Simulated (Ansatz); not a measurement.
Relaxation of BClH₆Si₂ (10 atoms, charge 0, multiplicity 1), to a largest force component of 0.02 eV/Å in at most 40 steps.

These are results of UHF/STO-3G in Ansatz 0.2.0, not measurements.

```xyz
10
Properties=species:S:1:pos:R:3
B -1.164 1.305 -0.488
Si -0.071 -0.188 -0.799
Si 0.859 -0.774 1.115
Cl -1.139 -1.770 -1.527
H -1.971 1.633 -1.373
H -0.776 2.257 0.139
H 1.000 0.163 -1.775
H -0.114 -1.104 2.099
H 1.766 -1.923 0.948
H 1.693 0.349 1.664
```

**Question.** Where does it end, and by what steps?

**Answer.** It converged. The force dipped under the threshold on the way, but the program's further checks kept it going. Limits of this set-up: minimal basis. After 12 steps the energy has fallen by 0.867 eV; H5 moved furthest, 0.72 Å.

```csv
step,energy less start (eV),largest force component (eV/Å),accepted
0,0.0000,4.630,yes
1,-0.7648,0.983,yes
2,-0.8209,0.472,yes
3,-0.8460,0.120,yes
4,-0.8597,0.126,yes
5,-0.8648,0.038,yes
6,-0.8499,0.400,no
7,-0.8660,0.022,yes
8,-0.8648,0.159,no
9,-0.8667,0.006,yes
10,-0.8668,0.062,yes
11,-0.8668,0.027,no
12,-0.8669,0.003,yes
```

```xyz
10
Properties=species:S:1:pos:R:3
B -1.137 1.447 -0.634
Si 0.038 -0.115 -0.798
Si 0.880 -0.820 1.173
Cl -1.018 -1.709 -1.689
H -2.286 1.380 -0.781
H -0.684 2.477 -0.353
H 1.092 0.168 -1.717
H -0.169 -1.109 2.090
H 1.677 -1.984 0.990
H 1.690 0.214 1.721
```

Time of the run: 18 s on 1 CPU thread of a shared host.
